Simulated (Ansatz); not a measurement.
`C[O][Al]([OH])[O]C` + HCl → `C[O][Al]([OH])[Cl]` + CH₃OH  (ligand exchange at the Al–O bond)

Calculated with Ansatz (gas phase, PBE0-D4/def2-TZVP geometries, no zero-point term in ΔE). CCSD(T)/CBS adds triple-zeta CCSD(T) − MP2 to the extrapolated MP2 energy (def2 sets, frozen cores). This one scheme is used for every species. Functionals use def2-TZVPP. B3LYP here is the variant with VWN-RPA as its local correlation; programs differ in this. One conformer a species, not always the lowest.

```tsv
level	ΔE (kcal/mol)
B3LYP	-8.7
RPA@PBE/def2-TZVPP	-7.6
```

Problem. What does CCSD(T)/CBS give? (Estimate.)

Solution. Ansatz gave: -9.2 kcal/mol. The listed levels differ from it by 0.5, 1.6 kcal/mol.

Largest T1 diagnostic among the species: 0.012.

At CCSD(T), def2-SVP lies +1.3 kcal/mol from the extrapolated value and def2-TZVPP +0.8 kcal/mol. Leaving LDA and LC-ωPBE aside and taking each functional with its dispersion term where it has one, the values, not all of them listed here, spread over 2.6 kcal/mol, from HSE06-D4 to CAM-B3LYP-D4. LDA lies +1.8 kcal/mol from PBE without D4.

CCSD(T)/CBS has its own doubt, a few kJ/mol and more with outer-core shells, so smaller differences from it don't rank the levels.
